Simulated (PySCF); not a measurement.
Species: C2H9OSi2 (doublet state).
Cartesian coordinates in Å at the GFN2-xTB level; atoms count from 1:
```xyz
14
C2H9OSi2 angstrom
C     -1.9743    1.0951    0.0764
O     -0.7199    0.4939   -0.0887
C     -0.5729   -0.7205    0.6238
Si     1.2030   -1.2966    0.2320
Si     2.4549    0.5718    0.5373
H     -2.1563    1.3466    1.1298
H     -2.7789    0.4324   -0.2684
H     -1.9733    2.0056   -0.5208
H     -1.3355   -1.4419    0.3032
H     -0.7318   -0.5483    1.6974
H      1.5429   -2.3472    1.2117
H      1.1063   -2.0072   -1.0605
H      2.0386    1.9110    0.1227
H      3.8964    0.5048    0.2620
```

The hyperfine couplings belong to this conformer and change with its torsions.

Identity: `COC[SiH2][SiH2]` [radical].

Method: PySCF, UKS B3LYP, pcH-1 on C H O Si, non-relativistic, mean-field spin-orbit, GIAO. The structure is a single GFN2-xTB conformer in the gas phase; no vibrational or solvent corrections. Couplings are sensitive to structure, and on GFN2-xTB geometries they can be far from those on DFT ones, by a factor of two or more for some ions and for spin on atoms past the first row. Stability of the SCF solution: not tested.

(1) Predict the first-order ENDOR lines of H11/H12, H13/H14 and H9/H10 under fast tumbling at B = 349.3 mT (X band).

(2) Which pairs are centred on the nuclear Larmor frequency, and which on half the coupling?

(3) At what field would the lower line of H11/H12 fall to zero frequency?

Answers

(1) For S = 1/2 in fast tumbling each set of equivalent nuclei gives two lines, ν± = |νn ± a/2| to first order, with νn = g_N μN B/h and μN/h = 7.62259 MHz/T.

| nuclei | isotope | g_N | νn (MHz) | a_iso (MHz) | lower line (MHz) | upper line (MHz) |
| --- | --- | --- | --- | --- | --- | --- |
| H11/H12 | 1H | 5.5857 | 14.87 | 43.58 | 6.92 | 36.66 |
| H13/H14 | 1H | 5.5857 | 14.87 | -9.90 | 9.92 | 19.82 |
| H9/H10 | 1H | 5.5857 | 14.87 | -0.67 | 14.54 | 15.21 |

(2) Centred on νn, since |a| < 2νn: H13/H14 and H9/H10. Centred on |a|/2 and split by 2νn: H11/H12.

(3) Where νn = |a|/2, that is B = 21.79 MHz/(5.5857 × 7.62259 MHz/T) = 512 mT, as far as first order holds there.

Class means assume fast exchange of nuclei equivalent by connectivity; if that motion is slow, each nucleus keeps its own coupling. The 1H value of +43.6 MHz is a mean of couplings from 7.2 to 79.9 MHz in this one geometry, not an average over conformers. The 1H value of -9.9 MHz is a mean of couplings from -15.6 to -4.2 MHz in this one geometry, not an average over conformers.

Time: 36 s wall (with the writing of density and orbital grids); peak memory 0.87 GiB. Hardware: one thread of an AMD EPYC 7B13, shared host with 96 logical CPUs at a one-minute load of 13.
